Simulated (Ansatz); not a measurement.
SiClEt3 (C₆H₁₅ClSi), 23 atoms. Hardware: 4 threads of Intel Xeon on a shared host.

Correlated methods freeze 16 core orbitals.

**Question.** How many basis functions does each of these Ansatz runs have, and roughly what does it cost? MP2/def2-TZVP, charge 0 singlet, energy, from earlier orbitals; BLYP-D4/def2-TZVP, charge 1 doublet at the geometry of the charge 0 singlet, energy, from earlier orbitals; HF/6-31G, charge 0 singlet, energy; RPA@PBE/def2-TZVP, charge 0 singlet, energy, from earlier orbitals; r2SCAN-D4/def2-TZVP, charge 0 singlet, energy, from earlier orbitals; PBE-D4/def2-TZVP, charge 1 doublet at the geometry of the charge 0 singlet, energy, from earlier orbitals; B3LYP-D4/def2-TZVP, charge 0 singlet, energy, from earlier orbitals; r2SCAN-D4/def2-SVP, charge 0 singlet, relaxation, 5 steps; PBE-D4/def2-SVP, charge 0 singlet, energy, from earlier orbitals; r2SCAN-D4/def2-TZVP, charge 0 triplet at the geometry of the charge 0 singlet, energy, from earlier orbitals; PBE0-D4/def2-TZVP, charge 1 doublet, energy, from earlier orbitals; B97M-V/def2-TZVP, charge 0 singlet, energy, from earlier orbitals.

**Answer.** Other jobs shared the machine, so times can vary by a factor of up to 3. A dash marks memory too small to be measured apart from the calling script's.

```
                                                                                                         run  functions  fitting or Cholesky vectors  wall time  peak host memory (GiB)
                                                                          HF/6-31G, charge 0 singlet, energy        110                         1522      2.6 s                       –
                                            PBE-D4/def2-SVP, charge 0 singlet, energy, from earlier orbitals        195                         2209      5.5 s                       –
                                        r2SCAN-D4/def2-TZVP, charge 0 singlet, energy, from earlier orbitals        350                         2248       15 s                    0.74
                                         B3LYP-D4/def2-TZVP, charge 0 singlet, energy, from earlier orbitals        350                         2264       20 s                     1.3
   PBE-D4/def2-TZVP, charge 1 doublet at the geometry of the charge 0 singlet, energy, from earlier orbitals        350                         2248       22 s                    0.84
                                              MP2/def2-TZVP, charge 0 singlet, energy, from earlier orbitals        350                         2362       23 s                     1.4
  BLYP-D4/def2-TZVP, charge 1 doublet at the geometry of the charge 0 singlet, energy, from earlier orbitals        350                         2248       26 s                    0.84
                                          RPA@PBE/def2-TZVP, charge 0 singlet, energy, from earlier orbitals        350                         2362       29 s                     1.4
                                           B97M-V/def2-TZVP, charge 0 singlet, energy, from earlier orbitals        350                         2248       32 s                    0.87
                                                   r2SCAN-D4/def2-SVP, charge 0 singlet, relaxation, 5 steps        195                         2209       41 s                       –
                                          PBE0-D4/def2-TZVP, charge 1 doublet, energy, from earlier orbitals        350                         2276       61 s                     1.7
r2SCAN-D4/def2-TZVP, charge 0 triplet at the geometry of the charge 0 singlet, energy, from earlier orbitals        350                         2248       94 s                       2
```
